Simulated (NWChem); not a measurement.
Molecule: SnHCl2F; SMILES [Cl][SnH]([F])[Cl]

def2 effective core potentials on Sn; no spin-orbit coupling.

Problem. Give the equilibrium geometry at PBE0/def2-SVP with def2 effective core potentials on Sn (NWChem) as an XYZ file, with the point group.

Solution. point group Cs; any orientation.
```
5

Sn     0.3535     0.2708     0.0000
F      1.8275    -0.9667     0.0000
Cl    -0.9010    -0.2365     1.8868
Cl    -0.9010    -0.2365    -1.8868
H      0.9531     1.8576     0.0000
```
